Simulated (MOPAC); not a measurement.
Job for MOPAC: PM3 on LiCl-, 2S+1 = 2, a spin state set in the input, which need not be the lowest, a point of a bond scan (R = 2.144 Å). Charge -1.

```
PM3 1SCF PRECISE CHARGE=-1 UHF MS=0.5 THREADS=1
ClLi

Li     0.00000000 1     0.00000000 1     0.00000000 1
Cl     0.00000000 1     0.00000000 1     2.14374900 1
```

Program output:

```
*******************************************************************************
 **                                                                           **
 **                              MOPAC v23.2.5                                **
 **                                                                           **
 *******************************************************************************
 ** MOPAC's Digital Object Identifier: https://doi.org/10.5281/zenodo.6511958 **
 **                                                                           **
 ** Please cite the open-source release paper for use of this MOPAC version:  **
 ** J. E. Moussa and J. J. P. Stewart (2026)                                  **
 ** MOPAC: An open-source semiempirical molecular orbital program             **
 ** J. Open Source Softw., 11(119), 8025, https://doi.org/10.21105/joss.08025 **
 *******************************************************************************

                              PM3 CALCULATION RESULTS

 *******************************************************************************
 *  PM3        - The PM3 Hamiltonian to be used
 *  UHF        - UNRESTRICTED HARTREE-FOCK CALCULATION
 *
 *
 *
 *                 CHARGE ON SYSTEM = -1
 *
 *
 *
 *  MS=        - IN MECI, MAGNETIC COMPONENT OF SPIN =  0.5
 *  PRECISE    - TIGHTER CRITERIA TO BE USED
 *  1SCF       - DO 1 SCF AND THEN STOP
 *  THREADS=1  - MULTI-THREADING NOT USED
 *  T=         - A TIME OF 172800.0 SECONDS REQUESTED
 *  DUMP=N     - RESTART FILE WRITTEN EVERY 7200.0 SECONDS REQUESTED
 *******************************************************************************
PM3 1SCF PRECISE CHARGE=-1 UHF MS=0.5 THREADS=1
 ClLi

   ATOM   CHEMICAL          X               Y               Z
  NUMBER   SYMBOL      (ANGSTROMS)     (ANGSTROMS)     (ANGSTROMS)

     1      Li          0.00000000  *   0.00000000  *   0.00000000  *
     2      Cl          0.00000000  *   0.00000000  *   2.14374900  *



          CARTESIAN COORDINATES

    NO.       ATOM           X           Y           Z

     1        Li          0.0000      0.0000      0.0000
     2        Cl          0.0000      0.0000      2.1437

 Li: (PM3): E. ANDERS, R. KOCH, P. FREUNSCHT, J. COMP. CHEM 14 1301-1312  1993
 Cl: (PM3): J. J. P. STEWART, J. COMP. CHEM. 10, 209 (1989).

           Empirical Formula: Li Cl  =     2 atoms



      MOLECULAR POINT GROUP   :   C*v


          UHF CALCULATION, NO. OF ALPHA ELECTRONS =    5
                           NO. OF BETA  ELECTRONS =    4

 -------------------------------------------------------------------------------
 PM3 1SCF PRECISE CHARGE=-1 UHF MS=0.5 THREADS=1
 ClLi



     1SCF WAS SPECIFIED, SO BFGS WAS NOT USED
     SCF FIELD WAS ACHIEVED


                              PM3 CALCULATION
                                                       MOPAC v23.2.5 Linux




          FINAL HEAT OF FORMATION =        -74.79362 KCAL/MOL =    -312.93650 KJ/MOL


          COSMO AREA              =         82.58 SQUARE ANGSTROMS
          COSMO VOLUME            =         65.75 CUBIC ANGSTROMS

          IONIZATION POTENTIAL    =          1.479733 EV
          ALPHA SOMO LUMO (EV)    =         -1.480  3.915
          BETA  SOMO LUMO (EV)    =         -5.120  2.745
          NO. OF ALPHA ELECTRONS  =          5
          NO. OF BETA  ELECTRONS  =          4
          MOLECULAR WEIGHT        =         42.3930         POINT GROUP:  C*v

          MOLECULAR DIMENSIONS (Angstroms)

            Atom       Atom       Distance
           Cl     2   Li     1     2.14375
           Cl     2   Li     1     0.00000
           Li     1   Cl     2     0.00000


          SCF CALCULATIONS        =          1





   ATOM   CHEMICAL          X               Y               Z
  NUMBER   SYMBOL      (ANGSTROMS)     (ANGSTROMS)     (ANGSTROMS)

     1      Li          0.00000000  *   0.00000000  *   0.00000000  *
     2      Cl          0.00000000  *   0.00000000  *   2.14374900  *

                             CARTESIAN COORDINATES

   1   Li        0.000000000     0.000000000     0.000000000
   2   Cl        0.000000000     0.000000000     2.143749000


           Empirical Formula: Li Cl  =     2 atoms



      MOLECULAR POINT GROUP   :   C*v


          ALPHA EIGENVALUES
 -49.30354  -5.49977  -5.12157  -5.12157  -1.47973   3.91488   3.91488   5.56140


           BETA EIGENVALUES
 -49.33128  -5.44766  -5.12046  -5.12046   2.74482   4.09495   4.09495   6.02588


              NET ATOMIC CHARGES AND DIPOLE CONTRIBUTIONS

  ATOM NO.   TYPE          CHARGE      No. of ELECS.   s-Pop       p-Pop
    1         Li          -0.512165        1.5122     0.95426     0.55790
    2         Cl          -0.487835        7.4878     1.95359     5.53425
 DIPOLE           X         Y         Z       TOTAL
 POINT-CHG.     0.000     0.000     3.588     3.588
 HYBRID        -0.000    -0.000     1.639     1.639
 SUM           -0.000    -0.000     5.227     5.227


          ATOMIC ORBITAL ELECTRON POPULATIONS

     Atom    s        px        py        pz
    1 Li   0.95426   0.11525   0.11525   0.32740
    2 Cl   1.95359   1.88475   1.88475   1.76475


                    (SZ)    =    0.500000
                    (S**2)  =    0.750940


          ATOMIC ORBITAL SPIN POPULATIONS

    Atom   Total    s     px     py     pz
         Atomic
    1 Li  1.0148  0.851  0.005  0.005  0.155
    2 Cl -0.0148  0.001 -0.005 -0.005 -0.007

 **********************
 *                    *
 * JOB ENDED NORMALLY *
 *                    *
 **********************




 == MOPAC DONE ==
```

The run finished.

Cost: around 0.010 core-seconds (rough).
